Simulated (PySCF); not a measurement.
A PySCF script (with the pyscf-properties extension) for the NMR shieldings of C$_{5}$H$_{14}$BNS, on a GFN2-xTB geometry:

```python
import basis_set_exchange as bse
import numpy as np
from pyscf import gto, dft
from pyscf.prop import nmr

atoms = """
C     2.897497    1.141751    1.026267
C     1.910031    0.318501    0.729710
C     1.964045   -0.695204   -0.377339
N     0.998983   -0.375003   -1.413432
B    -0.054948   -1.140797   -1.852404
S    -1.742069    0.345392    1.587397
C    -2.699250   -1.005940    0.851448
C    -1.787523    1.499825    0.188958
H     3.838500    1.116562    0.499113
H     2.816544    1.867576    1.817378
H     0.971364    0.361387    1.265164
H     1.719826   -1.685074    0.015604
H     2.974003   -0.724911   -0.806051
H     1.177938    0.539045   -1.806315
H    -0.751888   -0.713517   -2.695371
H    -0.234212   -2.198614   -1.377732
H    -2.193758   -1.351750   -0.046604
H    -3.701021   -0.653181    0.620179
H    -2.746258   -1.801511    1.587373
H    -1.395144    0.999697   -0.692567
H    -2.810311    1.828385    0.025118
H    -1.162759    2.346765    0.452471
"""
names = dict.fromkeys(["C", "N", "B", "S", "H"], "pcSseg-1")
basis = {el: gto.basis.parse(bse.get_basis(n, elements=[el], fmt="nwchem")) for el, n in names.items()}
mol = gto.M(atom=atoms, basis=basis, charge=0, verbose=0)
mf = dft.RKS(mol, xc="PBE0")
mf.grids.level = 2
mf.grids.alignment = dft.numint.BLKSIZE   # the property module wants whole blocks of grid points
mf.conv_tol = 1e-9
mf.kernel()

calc = nmr.RKS(mf)   # GIAO
C = mf.mo_coeff
Co = C[:, mf.mo_occ > 0]
resp = mf.gen_response(singlet=True, hermi=2)
def vind(x):   # induced exchange potential for any number of trial vectors
    d = np.einsum("pi,xij,qj->xpq", C, 2 * x.reshape(-1, C.shape[1], Co.shape[1]), Co, optimize=True)
    return np.einsum("xpq,pi,qj->xij", resp(d - d.transpose(0, 2, 1)), C, Co, optimize=True).ravel()
mo1, _ = nmr.rhf.solve_mo1(calc, with_cphf=vind)
sigma = calc.kernel(mo1)
for i, s in enumerate(sigma):   # ppm
    print("%2d %-2s %9.2f" % (i, mol.atom_pure_symbol(i), np.trace(s) / 3))
```

Question: What are the results?

Answer: 
```
 0 C      64.50
 1 C      36.64
 2 C     126.70
 3 N     106.57
 4 B      65.27
 5 S     595.81
 6 C     164.24
 7 C     163.26
 8 H      26.32
 9 H      26.41
10 H      24.22
11 H      27.61
12 H      27.95
13 H      27.08
14 H      26.99
15 H      26.90
16 H      29.60
17 H      29.72
18 H      29.84
19 H      29.59
20 H      29.65
21 H      29.98
```

These numbers come from an equivalent density-fitted implementation of the same equations, which agrees with the script to about 0.01 ppm for H and up to a few tenths of a ppm for heavy atoms, so last digits may differ.

Size and cost of the density-fitted run: 213 basis functions, 2.2 min wall time (100 s CPU) on 1 thread of an Intel Xeon, shared host; peak memory 1 GiB.
